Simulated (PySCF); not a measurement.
**Radial density of P²⁺ (phosphorus, charge +2)**

UHF, [Ne] 3s2 3p1, 2P determinant. Calculation: PySCF 2.14, in cc-pVTZ-DK (5s4p2d1f, 34 functions); the spin-free X2C one-electron Hamiltonian (Gaussian nucleus).

```
r (bohr)  4πr²ρ (e/bohr)  4πr²(ρα − ρβ)
 0.00136         0.06006         0.0000
 0.00229          0.1573         0.0000
 0.00386          0.4080         0.0000
 0.00649           1.033         0.0000
  0.0109           2.493         0.0001
  0.0184           5.532         0.0002
  0.0309           10.63         0.0007
  0.0519           15.99         0.0035
  0.0873           16.37         0.0162
   0.147           11.46         0.0567
   0.247           12.79         0.1161
   0.416           15.69         0.0793
   0.699           6.740         0.0049
    1.18           2.030         0.3758
    1.98           1.589         0.5407
    3.33          0.1982         0.0954
    5.60        0.002606         0.0018
```

Densities and radii are taken from the X2C orbitals without a picture-change correction, which distorts them close to the nucleus.
